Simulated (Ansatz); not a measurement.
A nudged elastic band was laid between two geometries of BClH$_{3}$NO (7 atoms, charge 0, multiplicity 1).

All numbers below come from RKS LDA/def2-SVP (Ansatz 0.2.0).

```yaml
movable_images: 2
climbing_image: no
spring: 5.0 eV/Å²
optimiser: quadratic models (default)
start_path: IDPP
force_threshold: 0.05 eV/Å
iteration_limit: 60
end_points: relaxed
```

First end point:

```xyz
7
Properties=species:S:1:pos:R:3
N -0.521 0.976 -0.015
B 0.063 -0.289 -0.080
O 1.097 -0.619 0.734
Cl -0.562 -1.478 -1.255
H -1.298 1.258 -0.612
H -0.187 1.682 0.644
H 1.409 -1.529 0.584
```

Last end point:

```xyz
7
Properties=species:S:1:pos:R:3
N -0.413 0.845 0.023
B -0.005 -0.471 -0.235
O 1.002 -1.123 0.398
Cl -0.861 -1.385 -1.490
H -1.183 1.268 -0.498
H 0.010 1.458 0.721
H 1.450 -0.593 1.081
```

(1) What changes between the two ends?

(2) What energy profile does the band end with?

(3) What is the geometry of the highest image?

The band took 6 iterations and roughly 18 core-seconds.

Results:

(1) No bond is made or broken. The dihedral Cl4–B2–O3–H7 goes from 0 to 180°.

(2) The forces met the threshold. The highest image is number 2 of 0 to 3, 0.45 eV above the first end and 0.30 eV above the last; the last end lies 0.15 eV above the first. The dihedral Cl4–B2–O3–H7 jumps by 180° between images 1 and 2, so the path isn't resolved there. No image climbed, so the highest image needn't sit at the top of the path. So few images can step over the top or miss a turn of the path.

| image | path coordinate (Å) | energy (eV) | dihedral Cl4–B2–O3–H7 (°) |
| --- | --- | --- | --- |
| 0 | 0.00 | 0.00 | 0 |
| 1 | 0.56 | 0.38 | 0 |
| 2 | 1.13 | 0.45 | -180 |
| 3 | 1.69 | 0.15 | 180 |

(3) 
```xyz
7
Properties=species:S:1:pos:R:3
N -0.422 0.951 0.065
B -0.025 -0.368 -0.203
O 0.938 -1.122 0.338
Cl -0.942 -1.217 -1.486
H -1.196 1.369 -0.457
H 0.001 1.564 0.762
H 1.646 -1.177 0.982
```

Time of the run: 18 s on 1 thread of Arm Neoverse V1, on a shared host, peak memory 0.13 GiB.
